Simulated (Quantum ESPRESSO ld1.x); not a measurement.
Problem. Species: Pt3.875+. Configuration: [Kr] 4d10 4f14 5s1.125 5p6 5d7 (fractional occupations, a model configuration). Method: scalar-relativistic Kohn-Sham, PBE, spin-unpolarised, spherical densities, point nucleus; computed with ld1.x of Quantum ESPRESSO 7.5. Some entries of the table are withheld. Estimate them.

| orbital | occ. | eigenvalue (hartree) | <r^2> (bohr^2) |
|---|---|---|---|
| 1s | 2 | (1) | 0.0004059 |
| 2s | 2 | -508.368 | (2) |
| 2p | 6 | -440.772 | 0.005202 |
| 3s | 2 | -120.917 | 0.04002 |
| 3p | 6 | -101.236 | 0.04105 |
| 3d | 10 | -79.9150 | (3) |
| 4s | 2 | -27.5265 | 0.1943 |
| 4p | 6 | -21.0730 | 0.2218 |
| 4d | 10 | -13.2396 | 0.2530 |
| 5s | 1.125 | (4) | 0.9944 |
| 4f | 14 | -4.53104 | 0.3203 |
| 5p | 6 | -3.90451 | (5) |
| 5d | 7 | -1.92291 | 2.299 |

Solution. 
(1) 1s eigenvalue (hartree): -2884.60
(2) 2s <r^2> (bohr^2): 0.006199
(3) 3d <r^2> (bohr^2): 0.03401
(4) 5s eigenvalue (hartree): -5.62892
(5) 5p <r^2> (bohr^2): 1.308
